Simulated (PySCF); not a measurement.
Si(F)(H)(SiH3)2, H7FSi3, SMILES F[SiH]([SiH3])[SiH3] (CAM-B3LYP/def2-SVP optimised geometry):

```
11

Si     0.264    -0.847    -1.908
F      0.854    -2.372    -1.928
Si    -2.079    -0.969    -1.956
Si     1.097     0.237     0.000
H      0.757    -0.156    -3.134
H     -2.543    -1.719    -3.156
H     -2.630     0.415    -2.004
H     -2.586    -1.646    -0.730
H      2.586     0.237     0.000
H      0.610     1.646     0.000
H      0.608    -0.441     1.233
```

Calculation: CAM-B3LYP/def2-TZVP run with PySCF.

Q: What are the frontier orbital energies and the dipole moment?

A: HOMO-2 -11.42 eV, HOMO-1 -10.21 eV, HOMO -9.20 eV, LUMO 0.07 eV, LUMO+1 0.81 eV; dipole moment 1.32 D.

On the same geometry PBE/def2-TZVP in PySCF gives HOMO-2 -8.63 eV, HOMO-1 -7.58 eV, HOMO -6.84 eV, LUMO -1.88 eV, LUMO+1 -1.09 eV; dipole moment 1.18 D.

Meta-Löwdin charges at CAM-B3LYP/def2-TZVP: Si1 0.63, F2 -0.52, Si3 0.23, Si4 0.23, H5 -0.10, H6 -0.07, H7 -0.08, H8 -0.08, H9 -0.07, H10 -0.08, H11 -0.08.
